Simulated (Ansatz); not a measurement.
Saddle point of Si2NH9S, closed shell (Si₂NH₇ ([NH2][SiH2][SiH3]) + H₂S → SiNH₅S ([NH2][SiH2][SH]) + SiH₄; bonds formed: Si1–S7, Si2–H6; bonds broken: Si1–Si2, H6–S7), PBE0-D4/def2-TZVP structure:

Si1  (-0.218, 0.944, -0.375)
Si2  (0.130, -1.435, 0.646)
H3  (0.978, 1.432, -1.089)
H4  (-1.396, 1.602, 0.222)
N5  (-0.969, 0.059, -1.656)
H6  (0.425, 0.247, 1.068)
S7  (0.875, 1.902, 1.721)
H8  (0.765, -1.833, 1.933)
H9  (-1.281, -1.888, 0.632)
H10  (0.910, -2.006, -0.480)
H11  (-1.914, -0.289, -1.607)
H12  (-0.452, -0.349, -2.419)
H13  (2.148, 1.613, 1.404)
(Å)

Energies are electronic, without zero-point energy. Barriers and step energies count from the start structure reached by relaxing down the imaginary mode; all methods use the PBE0-D4 structures, on which another method's saddle can fall below an end. Program: Ansatz 0.2.0. Basis: def2-TZVPP, with def2-QZVPP for the basis limit. Cores are frozen in the correlated methods. B3LYP uses VWN-RPA correlation. Extrapolation: Hartree–Fock as exp(−7.88 √X), correlation as X^−2.97.

```json
{"method": "SPW92", "barrier (kJ/mol)": "110.1", "step energy (kJ/mol)": "-66.2"}
{"method": "PBE-D4", "barrier (kJ/mol)": "135.9", "step energy (kJ/mol)": "-66.3"}
{"method": "BLYP-D4", "barrier (kJ/mol)": "155.6", "step energy (kJ/mol)": "-73.1"}
{"method": "r2SCAN-D4", "barrier (kJ/mol)": "149.3", "step energy (kJ/mol)": "-75.2"}
{"method": "B97M-V", "barrier (kJ/mol)": "170.0", "step energy (kJ/mol)": "-71.7"}
{"method": "PBE0-D4", "barrier (kJ/mol)": "157.2", "step energy (kJ/mol)": "-70.3"}
{"method": "B3LYP-D4", "barrier (kJ/mol)": "172.2", "step energy (kJ/mol)": "-75.7"}
{"method": "r2SCAN0-D4", "barrier (kJ/mol)": "164.5", "step energy (kJ/mol)": "-77.1"}
{"method": "BHLYP-D4", "barrier (kJ/mol)": "?", "step energy (kJ/mol)": "-80.4"}
{"method": "CAM-B3LYP-D4", "barrier (kJ/mol)": "188.0", "step energy (kJ/mol)": "-77.6"}
{"method": "wB97X-V", "barrier (kJ/mol)": "189.2", "step energy (kJ/mol)": "-75.4"}
{"method": "wB97M-V", "barrier (kJ/mol)": "177.8", "step energy (kJ/mol)": "-80.4"}
{"method": "B2PLYP", "barrier (kJ/mol)": "?", "step energy (kJ/mol)": "-78.4"}
{"method": "PBE-QIDH", "barrier (kJ/mol)": "173.1", "step energy (kJ/mol)": "-77.2"}
{"method": "RPA on PBE", "barrier (kJ/mol)": "?", "step energy (kJ/mol)": "-72.8"}
{"method": "HF", "barrier (kJ/mol)": "260.6", "step energy (kJ/mol)": "-85.2"}
{"method": "MP2", "barrier (kJ/mol)": "173.9", "step energy (kJ/mol)": "-84.7"}
{"method": "CCSD", "barrier (kJ/mol)": "201.8", "step energy (kJ/mol)": "-75.5"}
{"method": "CCSD(T)", "barrier (kJ/mol)": "186.8", "step energy (kJ/mol)": "-75.3"}
```

Question: Fill in the withheld barriers. (An estimate is asked for; the value comes from the calculation.)

Answer: By the calculation: BHLYP-D4 197.2; B2PLYP 181.5; RPA on PBE 187.8 kJ/mol. Each is the energy of the saddle less that of the start structure, by the same method.

For comparison, the barrier by CCSD(T) at an estimated basis limit (MP2 extrapolated from triple and quadruple zeta, plus CCSD(T) − MP2 in triple zeta) is 179.2 kJ/mol.

No T1 diagnostic of these runs exceeds 0.014.

Labels in which every atom is bracketed show which atoms are joined, not bond orders.

For scale, one of the runs: CCSD(T)/def2-TZVPP, 283 basis functions, launched by `ansatz run in.yaml --threads 8 --pin off --events-out ev --progress --plain --max-ram 19148MiB`. Hardware: 8 CPU threads of an Intel Xeon Platinum 8259CL, shared host. Wall time 66 s; peak host memory 7.6 GiB.
